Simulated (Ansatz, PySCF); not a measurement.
Gas-phase reaction in SMILES: CC#N + C (CH4) → C#N (CHN) + CC (C2H6) [ethane]
Each molecule is optimised on its own at B3LYP-D3(BJ)/def2-TZVP (Ansatz, a program for electronic structure).

Quantity: bond separation energy (enthalpy at 298 K, with B3LYP-D3(BJ) rigid-rotor harmonic-oscillator terms from PySCF), in eV. Valence correlation only, unless marked. No spin-orbit coupling. Non-relativistic. CBS marks a two-point X^-3 extrapolation of the correlation energy; Hartree-Fock from the larger set. The bracket is a focal-point correction in the basis named.

```tsv
level	program	bond separation energy (eV)
HF/cc-pwCVTZ	Ansatz	0.52
SVWN5/def2-TZVPD	Ansatz	0.60
BLYP-D3(BJ)/def2-TZVPD	Ansatz + dftd3	0.54
BLYP-D4/def2-TZVPD	Ansatz + dftd4	0.53
revPBE-D3(BJ)/def2-TZVPD	Ansatz + dftd3	0.54
r2SCAN/def2-TZVPD	Ansatz	0.57
BHLYP-D4/def2-TZVPD	Ansatz + dftd4	0.54
```

Q: What does RI-MP2/CBS(cc-pVTZ,cc-pVQZ)+[CCSD(T)-MP2]/cc-pVTZ (Ansatz) give?

A: 0.47 eV, so BHLYP-D4/def2-TZVPD differs from it by 0.07 eV.
